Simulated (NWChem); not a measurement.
CH$_{3}$Cd cation; SMILES [Cd+][CH3]

Computed with NWChem. The level has its own optimisation; frequencies are unscaled.

Q: What does the run give for Hartree-Fock/3-21G (all-electron, non-relativistic)? Quantities: r C–Cd (Å); r C–H (Å); highest harmonic frequency (cm⁻¹); lowest (cm⁻¹); zero-point energy (kcal/mol).

A: The r C–Cd (Å) is 2.247. The r C–H (Å) is 1.078 and the highest harmonic frequency (cm⁻¹) is 3358. The lowest (cm⁻¹) comes out as 441. The zero-point energy (kcal/mol) is 23.6.
